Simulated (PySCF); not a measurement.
A PySCF script (with the pyscf-properties extension) for the NMR shieldings of `CC#C[SiH2]NCC[SiH2]C#N`, C6H12N2Si2, on a GFN2-xTB geometry:

```python
import basis_set_exchange as bse
import numpy as np
from pyscf import gto, dft
from pyscf.prop import nmr

atoms = """
C     4.381348   -1.105163   -1.071413
C     3.325458   -0.561113   -0.246155
C     2.440503   -0.111616    0.435866
Si    1.115744    0.564880    1.523351
N    -0.154844    0.947934    0.424093
C    -1.459896    1.405784    0.829067
C    -2.518866    0.934785   -0.163651
Si   -2.302123   -0.925410   -0.508617
C    -3.805327   -1.417014   -1.511700
N    -4.721960   -1.723728   -2.127188
H     3.991032   -1.907610   -1.697662
H     5.175940   -1.504066   -0.440764
H     4.795537   -0.326393   -1.711953
H     1.654267    1.704071    2.290243
H     0.571809   -0.450668    2.433438
H     0.102011    1.314917   -0.480570
H    -1.666202    0.982748    1.815296
H    -1.493457    2.502661    0.929412
H    -3.512573    1.156786    0.229386
H    -2.416026    1.500757   -1.092912
H    -1.148097   -1.242927   -1.350156
H    -2.364690   -1.720229    0.721015
"""
names = dict.fromkeys(["C", "Si", "N", "H"], "pcSseg-1")
basis = {el: gto.basis.parse(bse.get_basis(n, elements=[el], fmt="nwchem")) for el, n in names.items()}
mol = gto.M(atom=atoms, basis=basis, charge=0, verbose=0)
mf = dft.RKS(mol, xc="PBE0")
mf.grids.level = 2
mf.grids.alignment = dft.numint.BLKSIZE   # the property module wants whole blocks of grid points
mf.conv_tol = 1e-9
mf.kernel()

calc = nmr.RKS(mf)   # GIAO
C = mf.mo_coeff
Co = C[:, mf.mo_occ > 0]
resp = mf.gen_response(singlet=True, hermi=2)
def vind(x):   # induced exchange potential for any number of trial vectors
    d = np.einsum("pi,xij,qj->xpq", C, 2 * x.reshape(-1, C.shape[1], Co.shape[1]), Co, optimize=True)
    return np.einsum("xpq,pi,qj->xij", resp(d - d.transpose(0, 2, 1)), C, Co, optimize=True).ravel()
mo1, _ = nmr.rhf.solve_mo1(calc, with_cphf=vind)
sigma = calc.kernel(mo1)
for i, s in enumerate(sigma):   # ppm
    w = np.linalg.eigvalsh((s + s.T) / 2)
    print("%2d %-2s iso %8.1f  s11 %8.1f  s22 %8.1f  s33 %8.1f" % (i, mol.atom_pure_symbol(i), w.mean(), *w))
```

**Question.** What does it print?

**Answer.** 
```
 0 C  iso    181.0  s11    172.4  s22    172.8  s33    197.8
 1 C  iso     74.0  s11    -25.7  s22    -18.8  s33    266.6
 2 C  iso    104.8  s11     16.7  s22     27.8  s33    270.1
 3 Si iso    408.5  s11    368.1  s22    395.8  s33    461.5
 4 N  iso    223.1  s11    191.0  s22    223.6  s33    254.5
 5 C  iso    144.2  s11    123.6  s22    144.2  s33    164.7
 6 C  iso    164.9  s11    139.8  s22    163.9  s33    190.9
 7 Si iso    422.1  s11    390.5  s22    412.1  s33    463.7
 8 C  iso     61.4  s11    -55.0  s22    -50.3  s33    289.5
 9 N  iso    -95.7  s11   -293.0  s22   -291.1  s33    296.9
10 H  iso     29.6  s11     24.5  s22     28.3  s33     36.1
11 H  iso     29.6  s11     24.6  s22     27.7  s33     36.6
12 H  iso     29.7  s11     24.7  s22     27.9  s33     36.4
13 H  iso     26.6  s11     22.9  s22     24.7  s33     32.3
14 H  iso     26.9  s11     23.7  s22     26.0  s33     31.1
15 H  iso     31.8  s11     23.8  s22     32.4  s33     39.4
16 H  iso     29.1  s11     24.5  s22     29.5  s33     33.5
17 H  iso     28.1  s11     21.8  s22     27.7  s33     34.8
18 H  iso     30.3  s11     25.3  s22     28.4  s33     37.3
19 H  iso     30.2  s11     26.4  s22     29.2  s33     35.1
20 H  iso     26.9  s11     22.2  s22     27.7  s33     30.9
21 H  iso     27.5  s11     23.6  s22     26.9  s33     32.0
```

These numbers come from an equivalent density-fitted implementation of the same equations, which agrees with the script to about 0.01 ppm for H and up to a few tenths of a ppm for heavy atoms, so last digits may differ.

**Question.** Turn these shieldings into chemical shifts. Shifts are taken against calculated references (same method and geometry level): ¹³C (σref 186.93) and ²⁹Si (σref 349.16) and ¹H (σref 31.72) vs TMS; ¹⁵N (σref 267.73) vs NH3.

**Answer.** Averaging equivalent atoms: C 8: 125.5; C 1: 112.9; C 2: 82.1; C 5: 42.8; C 6: 22.1; C 0: 5.9; Si 3: -59.3; Si 7: -72.9; N 9: 363.5; N 4: 44.7; H 13/14: 4.92; H 20/21: 4.51; H 16/17: 3.09; H 10/11/12: 2.09; H 18/19: 1.44; H 15: -0.13 ppm. Experimental scales use liquid or dissolved standards, which lie at an offset from isolated NH3 (liquid NH3: subtract about 20 ppm). Unscaled 15N shifts of sp2 nitrogen come out 20 to 40 ppm too high even then.

Size and cost of the density-fitted run: 244 basis functions, 61 s wall time on 1 thread of an Arm Neoverse V2, shared host; peak memory 1.2 GiB.
